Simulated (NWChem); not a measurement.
Basis-set convergence for HFGeO

```xyz
4

Ge    -0.4252    -0.0203     0.0000
F      0.6312     1.4011     0.0000
O      0.9188    -1.2273     0.0000
H      0.5747    -2.1424     0.0000
```
Charge 0, spin multiplicity 1.

The numbers come from NWChem runs, not from measurements. Structure: optimised with PBE/def2-SVP, a minimum by its harmonic frequencies. It is one conformer; others weren't searched.

Quantity: first vertical ionisation energy at the level G0W0@PBE.

The Hamiltonian is non-relativistic. GW and range-separated runs recompute their integrals, the others keep them in memory, which bears on the times. The structure started from a generated list of species.

Costs are rough ratios of processor time within this set of runs, SCF included, with def2-SVP as 1.

| basis | functions | first vertical ionisation energy (eV) | relative cost |
|---|---|---|---|
| def2-SVP | 65 | 9.48 | 1 |
| def2-SVPD | 92 | 9.75 | under 3 |
| def2-TZVPP | 124 | 10.05 | 5 |
| def2-QZVP | 219 | 10.27 | 40 |

Smallest basis within 0.05 eV of def2-QZVP, the largest set run: no smaller one. def2-QZVP isn't the basis-set limit itself, and a small set can land close by cancellation.
